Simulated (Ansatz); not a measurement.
Gas-phase electronic energies from Ansatz, PBE0-D4/def2-TZVP geometries. CCSD(T)/CBS adds triple-zeta CCSD(T) − MP2 to the extrapolated MP2 energy (def2 sets, frozen cores). This one scheme is used for every species. DFT in def2-TZVPP. def2 core potentials past Kr. For Ge, Te outer-core shells are correlated without core-valence functions, which leaves a few kJ/mol of doubt a bond. Scalar relativity is left out up to krypton. Each species was taken in one conformer, which may not be the lowest.

Consider the ligand exchange at a Ge–C bond: `C[CH2][GeH2][CH3]` + H₂Te → `[CH3][GeH2][TeH]` + ethane.

Problem. Is it downhill or uphill in electronic energy at CCSD(T)/CBS, and by how much? (An estimate is asked.)

Solution. The calculation gave: Downhill: ΔE = -89.6 kJ/mol.

Problem. What do these levels give: BLYP-D4, r2SCAN0-D4, CAM-B3LYP-D4, PBE0, HF/def2-TZVPP, SCS-MP2/def2-TZVPP? (Estimate.)

Solution. Ansatz gave: BLYP-D4 -91.2, r2SCAN0-D4 -94.7, CAM-B3LYP-D4 -87.6, PBE0 -95.1, HF/def2-TZVPP -98.1, SCS-MP2/def2-TZVPP -87.6 kJ/mol.

Problem. What do rigid-rotor, harmonic-oscillator terms from PBE0-D4/def2-TZVP frequencies (298.15 K, 1 bar) make of the CCSD(T)/CBS value? (Best estimate.)

Solution. Ansatz gave: ΔZPE = +11.7 kJ/mol, ΔH = -78.3 kJ/mol, ΔS = -2 J/(mol·K), ΔG = -77.9 kJ/mol.

Largest T1 diagnostic among the species: 0.010.

In def2-TZVPP, CCSD(T) changes the Hartree–Fock value by +15.5 kJ/mol (the triples alone add +0.5 kJ/mol) and MP2 by +8.9 kJ/mol. Leaving LDA and LC-ωPBE aside and taking each functional with its dispersion term where it has one, the values, not all of them listed here, spread over 11.8 kJ/mol, from BHLYP-D4 to B97M-V. LDA lies +9.0 kJ/mol from PBE without D4.
